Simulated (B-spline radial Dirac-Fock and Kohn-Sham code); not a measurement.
## Total and shell-resolved photoionisation of Re²⁺

System: the Re²⁺ ion, [Xe] 4f14 5d5.

The computed values come from a B-spline atomic structure program: Dirac-Hartree-Slater photoionisation with all multipoles and Dirac-Fock thresholds.

Computed thresholds (eV): K 71700.2, L1 12562.8, L2 11986.9, L3 10563.4, M1 2967.4, M2 2712.8, M3 2399.9, M4 1978.0, M5 1911.4, N1 659.1, N2 552.5, N3 479.5, N4 304.4, N5 290.9, N6 68.87, N7 66.48, O1 114.1, O2 79.69, O3 68.71, O4 26.13, O5 25.22.

```
photon energy (eV)  total (b)  K (%)  L (%)  M (%)  N (%)  O (%)
              34.2  1.826e+07      –      –      –      –  100.0
               185  6.121e+06      –      –      –   94.7    5.3
               211  6.365e+06      –      –      –   95.5    4.5
               272  5.886e+06      –      –      –   96.1    3.9
               324  5.427e+06      –      –      –   96.3    3.7
               347  5.072e+06      –      –      –   96.2    3.8
               542  3.221e+06      –      –      –   96.1    3.9
               644  2.532e+06      –      –      –   95.9    4.1
               821  1.734e+06      –      –      –   95.6    4.4
              1020  1.164e+06      –      –      –   95.1    4.9
              1350     669300      –      –      –   94.5    5.5
              1620     457400      –      –      –   94.0    6.0
              1640     445600      –      –      –   94.0    6.0
              2660     732500      –      –   79.1   19.4    1.5
              2700     706400      –      –   79.0   19.4    1.6
              3540     412600      –      –   80.9   17.5    1.6
              3990     308700      –      –   80.8   17.6    1.6
              5730     125500      –      –   80.3   17.8    1.9
             11200      58030      –   61.6   30.5    7.0    0.9
             22200      15530      –   76.9   18.2    4.3    0.6
             52000       1536      –   77.3   17.8    4.3    0.7
             99800       1328   81.2   14.6    3.3    0.8    0.1
            123000      760.6   81.7   14.2    3.2    0.8    0.1
            127000      697.9   81.7   14.1    3.2    0.8    0.1
```

Question: With what power of the photon energy does the total fall between 123000 and 127000 eV?

Answer: As E^-2.68. The non-relativistic Born limit for an s electron far above threshold is E^-3.5; near threshold and at relativistic energies the fall is slower.

Run: 8.2 s of CPU time on 1 thread of Neoverse-N1 (shared host), peak memory 0.45 GiB.
